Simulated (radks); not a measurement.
Zn XXI, configuration [Ne] (the NIST ground configuration).

Method: non-relativistic Kohn-Sham, SOGGA, spin-polarised, spherical densities, point nucleus; computed with a radial shooting solver on a logarithmic mesh with Libxc functionals.

Energy parts (eV):
total: -42209.162
kinetic: 42197.858
electron-nucleus: -90740.851
Hartree: 7580.309
exchange-correlation: -1246.479

Orbitals (lengths in bohr, moments of r in powers of bohr; <r^-3> diverges for s and p1/2):
orbital  occ.  eigenvalue (eV)     <r^2>  <r^-3>      <r>       <r^4>
1s          2        -10225.41  0.003498       -  0.05110  0.00003113
2s          2        -1914.077   0.05973       -   0.2256    0.006042
2p          6        -1788.853   0.04644   783.6   0.1954    0.004220
3s          0        -746.6770    0.3495       -   0.5548      0.1776
3p          0        -707.0764    0.3326   184.8   0.5376      0.1666

The highest occupied level is 2p at -1788.9 eV. Virial ratio -V/T = 2.00027.
